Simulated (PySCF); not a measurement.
Choosing a molecule for a target property.

All species are isolated and taken at one optimised geometry, non-relativistic unless stated; the electronic structure was computed with PySCF and density fitting.

The conformers computed, where there is a choice (atom-mapped SMILES and torsion angles):
- `[CH2:1]=[C:2]([CH3:3])[CH2:4][C:5](=[O:6])[SiH2:7][CH2:8][Cl:9]`: C1–C2–C4–C5 98°, C2–C4–C5–O6 85°, C4–C5–Si7–C8 163°, C5–Si7–C8–Cl9 176°
- `[N:1]#[C:2][CH2:3][CH2:4][C:5]#[N:6]`: C2–C3–C4–C5 180°
- `[CH:1]#[C:2][CH2:3][P:4]([CH3:5])[C:6]([F:7])([F:8])[C:9]([F:10])([F:11])[F:12]`: C2–C3–P4–C5 -71°, C3–P4–C6–F7 41°, P4–C6–C9–F10 -168°
- `[CH3:1][CH:2]([CH3:3])/[C:4]([SiH3:5])=[CH:6]/[C:7](=[O:8])[Cl:9]`: C1–C2–C4–Si5 75°, C4–C6–C7–O8 0°
- `[CH3:1][CH2:2][C@:3]([CH3:4])([CH2:5][Cl:6])[C:7]([F:8])([F:9])[F:10]`: C1–C2–C3–C4 170°, C2–C3–C5–Cl6 57°, C2–C3–C7–F8 -55°

(1) Wanted: dipole moment below 0.4 D (PBE0/pcSseg-1) and HOMO energy below -8 eV (PBE0/pcSseg-1), at GFN2-xTB geometries. Which candidate meets both?
A. `C=C(C)CC(=O)[SiH2]CCl`
B. `CC[C@](C)(CCl)C(F)(F)F`
C. `N#CCCC#N`
D. `CC(C)/C([SiH3])=C/C(=O)Cl`
E. `C(CP(C(F)(C(F)(F)F)F)C)#C`

(2) Wanted: smallest rotational constant above 1 GHz (GFN2-xTB) and HOMO–LUMO gap above 9.7 eV (PBE0/pcSseg-1), at GFN2-xTB geometries. Which candidate meets both?
A. `C=C(C)CC(=O)[SiH2]CCl`
B. `N#CCCC#N`
C. `CC[C@](C)(CCl)C(F)(F)F`
D. `CC(C)/C([SiH3])=C/C(=O)Cl`

## Answers

(1) C. Computed values:
| species | dipole moment | HOMO energy |
| --- | --- | --- |
| N#CCCC#N | 0.00 D | -9.89 eV |
| CC[C@](C)(CCl)C(F)(F)F | 0.75 D | -8.73 eV |
| C(CP(C(F)(C(F)(F)F)F)C)#C | 2.06 D | -7.65 eV |
| C=C(C)CC(=O)[SiH2]CCl | 2.58 D | -6.86 eV |
| CC(C)/C([SiH3])=C/C(=O)Cl | 3.54 D | -8.35 eV |

(2) B. Computed values:
```
                  species  smallest rotational constant  HOMO–LUMO gap
    C=C(C)CC(=O)[SiH2]CCl                     0.450 GHz        5.36 eV
CC(C)/C([SiH3])=C/C(=O)Cl                     0.537 GHz        6.02 eV
   CC[C@](C)(CCl)C(F)(F)F                     0.723 GHz        9.47 eV
                 N#CCCC#N                     1.469 GHz        9.92 eV
```
